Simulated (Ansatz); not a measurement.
AlGe₂₅H₃₄⁻, a doped nanocrystal cut from the lattice of germanium (Al on a surface site). Total charge -1; singlet. Geometry r2SCAN-D4/def2-SVP; atoms count from 1.

Cartesian coordinates in Å:
```
Ge -4.559 1.586 -0.499
Ge -1.160 4.306 -1.001
Ge -4.050 -2.067 -1.343
Ge -0.122 -3.542 -2.489
Al 2.410 3.021 -2.382
Ge 2.761 -0.975 -2.936
Ge -0.829 0.459 -1.784
Ge -1.309 1.692 1.965
Ge -0.828 -2.232 1.186
Ge 2.213 0.341 0.796
Ge 1.856 4.090 1.599
Ge 2.813 -3.584 0.080
Ge 1.882 -1.999 4.205
Ge -3.249 0.147 -1.966
Ge -0.079 2.692 -2.485
Ge -3.735 1.625 1.789
Ge -0.554 3.919 1.325
Ge 0.336 -1.232 -3.119
Ge -3.188 -2.739 0.830
Ge 0.410 -3.865 -0.135
Ge 3.506 1.216 -3.713
Ge 2.937 2.561 0.035
Ge 3.355 -1.311 -0.590
Ge -0.207 0.044 0.540
Ge -0.401 -2.527 3.564
Ge 2.739 0.020 3.155
H -6.004 1.028 -0.469
H -4.655 3.024 -1.040
H -0.658 5.727 -1.367
H -2.704 4.370 -1.104
H -5.595 -2.026 -1.250
H -3.701 -3.139 -2.393
H 0.805 -4.463 -3.321
H -1.567 -4.001 -2.779
H 2.822 4.522 -2.799
H 3.361 -2.181 -3.712
H -0.946 1.409 3.446
H 2.249 5.560 1.309
H 2.203 3.838 3.086
H 3.506 -4.610 -0.848
H 3.274 -3.902 1.519
H 2.774 -3.206 3.851
H 1.938 -1.855 5.746
H -3.712 0.419 -3.420
H -0.804 2.885 -3.849
H -4.323 2.870 2.495
H -4.307 0.396 2.529
H -1.298 4.931 2.237
H -0.078 -1.062 -4.604
H -3.389 -4.262 1.016
H -4.038 -2.052 1.921
H -0.022 -5.283 0.318
H 3.212 1.167 -5.239
H 5.055 1.118 -3.628
H 4.434 2.569 0.464
H 4.882 -1.105 -0.416
H -1.362 -1.607 4.349
H -0.734 -3.977 3.992
H 2.163 1.204 3.963
H 4.271 0.048 3.370
```

Single mean-field runs in def2-SVP are fitted with def2-universal-jkfit.

Q: Estimate the Mulliken populations of the heavy atoms from the PBE0/def2-SVP orbitals of Ansatz.

A: 
```json
{"atom": "Ge1", "charge (e)": "0.06"}
{"atom": "Ge2", "charge (e)": "0.08"}
{"atom": "Ge3", "charge (e)": "0.07"}
{"atom": "Ge4", "charge (e)": "0.09"}
{"atom": "Al5", "charge (e)": "0.29"}
{"atom": "Ge6", "charge (e)": "0.01"}
{"atom": "Ge7", "charge (e)": "-0.12"}
{"atom": "Ge8", "charge (e)": "0.02"}
{"atom": "Ge9", "charge (e)": "-0.13"}
{"atom": "Ge10", "charge (e)": "-0.14"}
{"atom": "Ge11", "charge (e)": "0.12"}
{"atom": "Ge12", "charge (e)": "0.11"}
{"atom": "Ge13", "charge (e)": "0.08"}
{"atom": "Ge14", "charge (e)": "0.05"}
{"atom": "Ge15", "charge (e)": "-0.09"}
{"atom": "Ge16", "charge (e)": "0.09"}
{"atom": "Ge17", "charge (e)": "0.00"}
{"atom": "Ge18", "charge (e)": "0.03"}
{"atom": "Ge19", "charge (e)": "0.10"}
{"atom": "Ge20", "charge (e)": "0.00"}
{"atom": "Ge21", "charge (e)": "0.00"}
{"atom": "Ge22", "charge (e)": "-0.11"}
{"atom": "Ge23", "charge (e)": "0.03"}
{"atom": "Ge24", "charge (e)": "-0.18"}
{"atom": "Ge25", "charge (e)": "0.12"}
{"atom": "Ge26", "charge (e)": "0.12"}
```
Mulliken values depend strongly on the basis.

Q: And the Mayer bond orders between heavy atoms (over 0.3)?

A: Ge1–Ge14 0.93 (2.44 Å); Ge1–Ge16 0.95 (2.43 Å); Ge2–Ge15 0.93 (2.44 Å); Ge2–Ge17 0.94 (2.44 Å); Ge3–Ge14 0.93 (2.44 Å); Ge3–Ge19 0.94 (2.43 Å); Ge4–Ge18 0.93 (2.44 Å); Ge4–Ge20 0.94 (2.43 Å); Al5–Ge15 0.75 (2.51 Å); Al5–Ge21 0.83 (2.50 Å); Al5–Ge22 0.75 (2.52 Å); Ge6–Ge18 0.92 (2.45 Å); Ge6–Ge21 0.92 (2.44 Å); Ge6–Ge23 0.93 (2.44 Å); Ge7–Ge14 0.90 (2.45 Å); Ge7–Ge15 0.90 (2.46 Å); Ge7–Ge18 0.91 (2.45 Å); Ge7–Ge24 0.92 (2.44 Å); Ge8–Ge16 0.93 (2.43 Å); Ge8–Ge17 0.92 (2.44 Å); Ge8–Ge24 0.91 (2.44 Å); Ge9–Ge19 0.92 (2.44 Å); Ge9–Ge20 0.92 (2.44 Å); Ge9–Ge24 0.91 (2.45 Å); Ge9–Ge25 0.92 (2.43 Å); Ge10–Ge22 0.90 (2.46 Å); Ge10–Ge23 0.92 (2.44 Å); Ge10–Ge24 0.92 (2.45 Å); Ge10–Ge26 0.90 (2.44 Å); Ge11–Ge17 0.94 (2.43 Å); Ge11–Ge22 0.92 (2.44 Å); Ge12–Ge20 0.94 (2.43 Å); Ge12–Ge23 0.93 (2.43 Å); Ge13–Ge25 0.94 (2.43 Å); Ge13–Ge26 0.94 (2.43 Å).
